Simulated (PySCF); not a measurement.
trifluoroacetic acid anion (C2HF3O2), SMILES O=C(O)C(F)(F)F (connectivity only; charge and spin as stated), charge -1, multiplicity 2. Atoms are numbered in the order given.

```xyz
8

O      1.5937    -0.7317     0.7674
C      0.8815     0.3744     0.1889
O      1.4804     1.0857    -0.6780
C     -0.5411    -0.0098     0.0040
F     -1.0914    -0.6239     1.0930
F     -1.3248     1.0596    -0.2851
F     -0.8132    -0.9159    -1.0471
H      2.4302    -0.6981     0.2802
```
Charge -1, spin multiplicity 2.

The structure is a stationary point at r2SCAN-D4/def2-SVPD. The spin state was assumed, not searched. The values are those of a single conformer.

Calculation: PBE/pcH-1 in PySCF.

Unrestricted Kohn–Sham, ⟨S²⟩ = 0.752. Hyperfine tensors hold the contact and dipolar terms, without spin-orbit corrections.

Question: Estimate the hyperfine couplings. (An estimate is asked for; the answer gives what the named calculation found.)

Answer: 
```
nucleus    A(iso) (MHz)  A(iso) (G)  dipolar principal values (MHz)
---------  ------------  ----------  ------------------------------
17O no. 1         -46.2       -16.5               -28.0, 13.8, 14.2
13C no. 2         170.2        60.7              -45.2, -42.6, 87.8
17O no. 3         -18.5        -6.6               -99.0, 49.2, 49.9
13C no. 4         101.2        36.1              -12.7, -11.6, 24.4
19F no. 5          41.9        14.9              -21.8, -16.5, 38.3
19F no. 6          26.6         9.5              -20.1, -16.1, 36.2
19F no. 7         403.5       144.0           -104.6, -103.9, 208.4
1H no. 8            9.9         3.5                -6.9, -4.1, 11.1
```
